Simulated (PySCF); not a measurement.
tetramethylammonium (C₄H₁₂N), SMILES C[N+](C)(C)C, charge +1. Heavy atoms are numbered as in [CH3:1][N+:2]([CH3:3])([CH3:4])[CH3:5]. Hydrogens are named by the atom that carries them.

Geometry optimised at B3LYP-D3(BJ)/def2-SVP.

These are B3LYP/def2-TZVP run with PySCF values and carry that method's errors.

ESP charges are fitted to the potential on shells at 1.4 to 2.0 van der Waals radii. Atomic charges (e), one atom of each kind:

```csv
atom,Mulliken,ESP fit
C1 (CH3),___,-0.52
N2,___,0.42
H on C1,___,0.22
```

Task: What belongs in the gaps? (The exact figures need the calculation; the answer reports its results.)

Result: 
- C1 (CH3), Mulliken: -0.27
- N2, Mulliken: -0.02
- H on C1, Mulliken: 0.17

Task: Give the Mayer and Wiberg (Löwdin basis) orders of the bonds. (The exact figures need the calculation; the answer reports its results.)

Result: 
```
bond   Mayer  Wiberg
-----  -----  ------
C1–N2   0.91    1.12
N2–C3   0.91    1.12
N2–C4   0.91    1.12
N2–C5   0.91    1.12
```
